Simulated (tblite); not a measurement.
C₅H₁₀ClFO.
Numbering: `[CH3:1][CH2:2][O:3][C@H:4]([CH2:5][F:6])[CH2:7][Cl:8]` (hydrogens: H9, H10, H11 on C1; H12, H13 on C2; H14 on C4; H15, H16 on C5; H17, H18 on C7)

Computed with GFN2-xTB (tblite), gas phase: nudged elastic band of 9 images (0 to 8), spring 0.2 eV/Å², climbing image at the end, force threshold 0.05 eV/Å. No saddle search or frequency run followed, so the top image need not be a first-order saddle, and its height can exceed the method's true barrier by a kcal/mol or more.

Path: rotation about C4–O3 (sp3 carbon bound to oxygen, ether oxygen), followed by the dihedral C7–C4–O3–C2, from 166° to -74°. Start geometry (image 0):
```
atom  x, y, z in Å
C1      2.724    0.204    0.356
C2      1.416    0.260   -0.415
O3      0.379   -0.185    0.448
C4     -0.875   -0.356   -0.167
C5     -1.568    0.975   -0.493
F6     -1.102    1.492   -1.677
C7     -1.702   -1.165    0.831
Cl8    -3.244   -1.681    0.125
H9      2.666    0.847    1.230
H10     2.918   -0.812    0.687
H11     3.540    0.537   -0.279
H12     1.461   -0.391   -1.300
H13     1.219    1.285   -0.755
H14    -0.764   -0.922   -1.108
H15    -1.363    1.714    0.287
H16    -2.644    0.829   -0.619
H17    -1.151   -2.058    1.121
H18    -1.920   -0.566    1.715
```

The first guess turns that dihedral rigidly in even steps and adds one set of random displacements (0.04 Å standard deviation a coordinate) to every inner image. Energies of the images above image 0 (eV) in the early part of the optimisation:

| iteration | 1 | 2 | 3 | 4 | 5 | 6 | 7 | 8 |
| --- | --- | --- | --- | --- | --- | --- | --- | --- |
| 0 | 0.979 | 1.042 | 1.185 | 1.348 | 1.453 | 1.549 | 1.623 | 0.099 |
| 10 | 0.055 | 0.112 | 0.217 | 0.315 | 0.357 | 0.373 | 0.382 | 0.099 |
| 20 | 0.030 | 0.085 | 0.180 | 0.264 | 0.296 | 0.300 | 0.302 | 0.099 |
| 30 | 0.016 | 0.062 | 0.133 | 0.189 | 0.201 | 0.183 | 0.172 | 0.099 |
| 40 | 0.013 | 0.054 | 0.118 | 0.172 | 0.181 | 0.156 | 0.141 | 0.099 |
| 50 | 0.012 | 0.051 | 0.114 | 0.168 | 0.178 | 0.151 | 0.135 | 0.099 |

Q: Where does the band end, and how far was the first guess from it?

A: Final energies, images 1 to 8: 0.008, 0.038, 0.095, 0.154, 0.165, 0.124, 0.105, 0.099 eV. The highest point drops from 1.62 eV (image 7) to 0.165 eV (image 5), by 1.46 eV. Image 5 moved by 0.16 Å rms, its dihedral from -118° to -119°. The end images are fixed. The true force on the top image ends at 0.024 eV/Å, and the largest on any image at 0.05 eV/Å; away from the top, the method drives only the force across the path to zero. The last saved iteration is 60.

What follows is the cost of the whole band run. Hardware: one thread of an Arm Neoverse V1 (shared host). Cost: 4.4 s wall, 0.18 GiB resident at most.
